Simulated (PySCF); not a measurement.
Trend along the fifth-period p block: MC cations

CCSD(T) with double-zeta basis sets in PySCF, for the lowest determinant that a PBE0 search found; no spin–orbit coupling. De refers to high-spin ground-configuration atoms (the charge goes to the atom of lower measured ionisation energy or higher electron affinity, which is not always the lowest computed limit).

| M | basis | reference, frozen orbitals | charged atom | state (unpaired electrons) | Re (Å) | ωe (cm⁻¹) | De (eV) |
| --- | --- | --- | --- | --- | --- | --- | --- |
| In | cc-pVDZ-PP/cc-pVDZ | UHF, 5 | In+ | triplet (σ ↑, π ↑) | 3.089 | 118 | 0.21 |
| Sn | x2c-SVPall | UHF, 19 | Sn+ | quartet (σ ↑, π ↑↑) | 2.129 | 602 | 2.35 |
| I | aug-cc-pVDZ/aug-cc-pVDZ-PP | RHF, 5 | I+ | singlet (closed shell) | 1.945 | 790 | 4.63 |

The shortest bond is that of CI⁺ (1.945 Å), the longest that of InC⁺ (3.089 Å). CI⁺ is bound most strongly (4.63 eV) and InC⁺ least (0.21 eV).

The rows differ in basis set, which adds steps of its own.

The state changes along the series, so neighbouring rows are not always alike in their bonding.

Correlated steps freeze the inner cores (5 to 19 orbitals); shallow outer-core shells are correlated. Weak bonds: InC⁺. Basis-set superposition, not corrected here, can be much of De in a small basis, most of all at correlated wavefunction levels. These are scalar-relativistic numbers at best; spin–orbit coupling would shift them, the dissociation energy most. For an ion De counts to the pair picked by the measured ionisation energies or electron affinities, which need not be the lowest pair at this level. Where the molecule has an RHF reference, its open-shell atoms are computed with UHF. The CCSD T1 diagnostic is raised in CI⁺, a sign that a single reference may not be enough there. States were picked by a PBE0 search and need not be the measured ground states.
